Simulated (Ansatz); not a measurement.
Computed with Ansatz on PBE0-D4/def2-TZVP structures; ΔE is electronic, products minus reactants. CBS: MP2 limit from def2 TZ/QZ plus the TZ coupled-cluster correction, frozen cores. DFT in def2-TZVPP. B3LYP here is the variant with VWN-RPA as its local correlation; programs differ in this. HSE06 is defined as in plane-wave codes. Elements past krypton have def2 core potentials. For Hf, Te outer-core shells are correlated without core-valence functions, which leaves a few kJ/mol of doubt a bond. Each species was taken in one conformer, which may not be the lowest.

`CC(C)[TeH]` + `[OH][Hf]([OH])([OH])[F]` → `CC(C)[O][Hf]([OH])([OH])[F]` + H₂Te  (substitution at a C–Te bond)

```tsv
level	ΔE (kJ/mol)	difference from CCSD(T)/CBS
LDA (SPW92)	16.0	-15.5
PBE-D4	25.1	-6.4
revPBE-D4	28.6	-2.9
BLYP-D4	23.0	-8.5
B97M-V	14.0	-17.5
PBE0-D4	23.4	-8.1
B3LYP-D4	20.6	-10.9
r2SCAN0-D4	20.8	-10.7
HSE06-D4	23.6	-7.9
BHLYP-D4	17.3	-14.2
CAM-B3LYP-D4	12.8	-18.7
ωB97X-V	16.6	-14.9
ωB97M-V	20.5	-11.0
B2PLYP	21.2	-10.3
PBE-QIDH	25.3	-6.2
PBE	23.1	-8.4
BLYP	17.3	-14.2
r2SCAN	21.3	-10.2
PBE0	21.9	-9.6
B3LYP	16.3	-15.2
r2SCANh	21.3	-10.2
HSE06	22.2	-9.3
BHLYP	12.9	-18.6
CAM-B3LYP	11.4	-20.1
LC-ωPBE	18.4	-13.1
RPA@PBE/def2-TZVPP	16.2	-15.3
HF/def2-SVP	-12.7	-44.2
MP2/def2-SVP	4.0	-27.5
CCSD/def2-SVP	-8.0	-39.5
CCSD(T)/def2-SVP	-7.7	-39.2
HF/def2-TZVPP	5.5	-26.0
MP2/def2-TZVPP	34.5	3.0
SCS-MP2/def2-TZVPP	27.7	-3.8
CCSD/def2-TZVPP	18.9	-12.6
CCSD(T)/def2-TZVPP	21.1	-10.4
HF/def2-QZVPP	5.8	-25.7
SCS-MP2/def2-QZVPP	33.5	2.0
HF/CBS(def2)	5.8	-25.7
MP2/CBS(def2)	44.9	13.4
CCSD/CBS(def2)	29.3	-2.2
CCSD(T)/CBS	31.5	0
```

Largest T1 diagnostic among the species: 0.015.

The D4 term adds +4.3 kJ/mol with B3LYP and +1.4 kJ/mol with PBE0; it sums over pairs of atoms, weighted by their polarisabilities, and B3LYP, whose exchange is more repulsive, gets the larger term. From BLYP to BHLYP (50 % exact exchange), in def2-TZVPP and without D4, ΔE moves by −4.4 kJ/mol. In def2-TZVPP, CCSD(T) changes the Hartree–Fock value by +15.6 kJ/mol (the triples alone add +2.2 kJ/mol) and MP2 by +29.0 kJ/mol.
